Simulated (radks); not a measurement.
Q: The bismuth ion Bi5+ is in [Xe] 4f14 5d10. Method: scalar-relativistic Kohn-Sham, LDA (Slater exchange, Perdew-Wang correlation), spin-polarised, spherical densities, finite nucleus; Fermi nuclear charge, rms radius of each element as measured or else 0.836 A^(1/3) + 0.57 fm; computed with a radial shooting solver on a logarithmic mesh with Libxc functionals. Open shells are filled with parallel spins first. One electron is removed from 5p, 5d, 4f, 5s in turn, with full relaxation. Which removal costs least, and what does each cost?

A: 5d 89.437 eV; 5p 160.46 eV; 5s 223.37 eV; 4f 225.00 eV. The 5d electron leaves first.
